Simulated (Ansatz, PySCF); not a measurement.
C₂H₄N₂OSi, SMILES N#C/N=C/O[SiH3]. Atoms are numbered in the order given.

```xyz
10

N     -0.3434     3.3156     0.0000
C     -0.2190     2.1590     0.0000
N     -0.1764     0.8316     0.0000
C      0.9329     0.1927     0.0000
O      0.9525    -1.1132     0.0000
Si    -0.5358    -2.0034     0.0000
H      1.9302     0.6610     0.0000
H     -1.2935    -1.6866    -1.2366
H     -1.2935    -1.6866     1.2366
H     -0.0557    -3.4076     0.0000
```

The structure is a stationary point at PBE0-D3(BJ)/def2-SVP. The structure was generated by enumeration; whether it is a known compound was not checked. The values are those of a single conformer.

Two levels are set side by side: PBE-D3(BJ)/def2-SVP (Ansatz, a program for electronic structure) and PBE0-D3(BJ)/def2-SVP (Ansatz). Each level has its own optimised geometry; the coordinates shown are those of the second. Frequencies come from the Hessian of PySCF at each geometry. Differences are taken from unrounded values.

```json
[
 {"quantity": "mean bond length (Å)", "PBE0-D3(BJ)": "1.374", "PBE-D3(BJ)": "1.386", "PBE-D3(BJ) minus PBE0-D3(BJ)": "0.012"},
 {"quantity": "bond N1–C2 (Å)", "PBE0-D3(BJ)": "1.163", "PBE-D3(BJ)": "1.180", "PBE-D3(BJ) minus PBE0-D3(BJ)": "0.016"},
 {"quantity": "bond C2–N3 (Å)", "PBE0-D3(BJ)": "1.328", "PBE-D3(BJ)": "1.331", "PBE-D3(BJ) minus PBE0-D3(BJ)": "0.003"},
 {"quantity": "bond N3–C4 (Å)", "PBE0-D3(BJ)": "1.280", "PBE-D3(BJ)": "1.294", "PBE-D3(BJ) minus PBE0-D3(BJ)": "0.014"},
 {"quantity": "bond C4–O5 (Å)", "PBE0-D3(BJ)": "1.306", "PBE-D3(BJ)": "1.320", "PBE-D3(BJ) minus PBE0-D3(BJ)": "0.014"},
 {"quantity": "bond O5–Si6 (Å)", "PBE0-D3(BJ)": "1.734", "PBE-D3(BJ)": "1.755", "PBE-D3(BJ) minus PBE0-D3(BJ)": "0.020"},
 {"quantity": "bond C4–H7 (Å)", "PBE0-D3(BJ)": "1.102", "PBE-D3(BJ)": "1.110", "PBE-D3(BJ) minus PBE0-D3(BJ)": "0.009"},
 {"quantity": "bond Si6–H8 (Å)", "PBE0-D3(BJ)": "1.484", "PBE-D3(BJ)": "1.495", "PBE-D3(BJ) minus PBE0-D3(BJ)": "0.011"},
 {"quantity": "bond Si6–H9 (Å)", "PBE0-D3(BJ)": "1.484", "PBE-D3(BJ)": "1.495", "PBE-D3(BJ) minus PBE0-D3(BJ)": "0.011"},
 {"quantity": "bond Si6–H10 (Å)", "PBE0-D3(BJ)": "1.484", "PBE-D3(BJ)": "1.495", "PBE-D3(BJ) minus PBE0-D3(BJ)": "0.011"},
 {"quantity": "highest harmonic wavenumber (cm⁻¹)", "PBE0-D3(BJ)": "3150", "PBE-D3(BJ)": "3048", "PBE-D3(BJ) minus PBE0-D3(BJ)": "-102"},
 {"quantity": "mean harmonic wavenumber (cm⁻¹)", "PBE0-D3(BJ)": "1114", "PBE-D3(BJ)": "1069", "PBE-D3(BJ) minus PBE0-D3(BJ)": "-45"},
 {"quantity": "zero-point energy (kcal/mol)", "PBE0-D3(BJ)": "38.21", "PBE-D3(BJ)": "36.68", "PBE-D3(BJ) minus PBE0-D3(BJ)": "-1.54"}
]
```

Exact exchange shortens and stiffens bonds; PBE has none. Differences between two approximate levels are no errors against the true value.
